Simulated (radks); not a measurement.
Fractional charge and spin in the 5s shell of holmium: the spin-up occupation runs from 0 to 1 and the spin-down occupation from 0 to 1; the fullest corner is Ho3+, [Kr] 4d10 4f(up 5, down 5) 5p6 5s(up 1, down 1). All-electron calculation, scalar-relativistic Kohn-Sham, BLYP, spin-polarised, spherical densities, point nucleus. Program: a radial shooting solver on a logarithmic mesh with Libxc functionals. Energy (eV) above the fullest corner. The planes named below are the two flat planes that join the four corners, with an edge along up + down = one added electron.

\begin{tabular}{lrrrrr}
down \ up & 0 & 0.25 & 0.5 & 0.75 & 1 \\ \hline
0 & 191.955 & 164.347 & 137.755 & 112.171 & 87.588 \\
0.25 & 164.347 & 137.819 & 112.297 & 87.773 & 64.239 \\
0.5 & 137.755 & 112.297 & 87.835 & 64.360 & 41.864 \\
0.75 & 112.171 & 87.773 & 64.360 & 41.924 & 20.454 \\
1 & 87.588 & 64.239 & 41.864 & 20.454 & 0.000 \\
\end{tabular}

Corners above the fullest one (they belong to Ho4+ and the next ion): (up 1, down 0) 87.588 eV, (up 0, down 1) 87.588 eV, (up 0, down 0) 191.95 eV. With half an added electron in each spin the energy lies 0.247 eV from the planes, and with half an added electron in spin up alone -2.016 eV. The planes are only a guide here: the flat-plane condition holds for ground states with one frontier orbital, while this shell lies below other occupied shells, so the corners above the fullest one are inner-hole states and not the ground states of those ions.
